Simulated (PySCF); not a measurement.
A structure optimised at ωB97X-D3(BJ)/def2-SVP, used in a PySCF frequency run:

```xyz
8

Si     0.5166     0.5805     0.0000
Cl     1.4085    -0.1601     1.6772
Cl     1.4085    -0.1601    -1.6772
C     -1.3065    -0.0300     0.0000
F     -1.4028    -1.3664     0.0000
F     -1.9555     0.4300    -1.0855
F     -1.9555     0.4300     1.0855
H      0.5427     2.0550     0.0000
```

Write its SMILES, formula and point group.

FC(F)(F)[SiH](Cl)Cl, CHCl2F3Si, Cs

What are its rotational constants (standard atomic weights)?

1.6723, 1.2338, 0.84818 GHz
